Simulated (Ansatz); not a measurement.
Wavefunction ladder for C₃H₁₀HfOS₃ (`C[S][Hf]([OH])([S]C)[S]C`)

```xyz
18

C     2.750    1.527   -0.379
S     2.360    0.355    0.968
Hf    0.031    0.069    0.365
O    -0.145   -0.247   -1.514
S    -1.171    2.068    1.022
C    -2.715    1.624    0.151
S    -0.855   -1.789    1.642
C     0.020   -3.078    0.687
H     1.861    1.893   -0.900
H     3.258    2.387    0.056
H     3.404    1.042   -1.103
H    -0.277   -0.413   -2.441
H    -3.541    1.720    0.854
H    -2.866    2.302   -0.688
H    -2.716    0.597   -0.224
H     0.763   -2.671   -0.005
H     0.543   -3.726    1.390
H    -0.703   -3.661    0.119
```

Total charge 0; spin multiplicity 1. Correlated methods include outer-core shells of Hf, which these sets cover unevenly. Hf takes the def2 core potential. The structure was optimised at the PBE0-D4/def2-TZVP level. It is one conformer, not always the lowest. Frozen core, restricted reference, Ansatz.

| basis | HF (Eh) | MP2 corr. | CCSD corr. | (T) | CCSD(T) total |
| --- | --- | --- | --- | --- | --- |
| def2-SVP | -1434.02512 | -1.24634 | -1.32449 | -0.04558 | -1435.39519 |
| def2-TZVPP | -1434.68708 | -1.63348 | -1.70195 | -0.07935 | -1436.46838 |
| def2-QZVPP | -1434.73025 | -1.78241 | – | – | – |
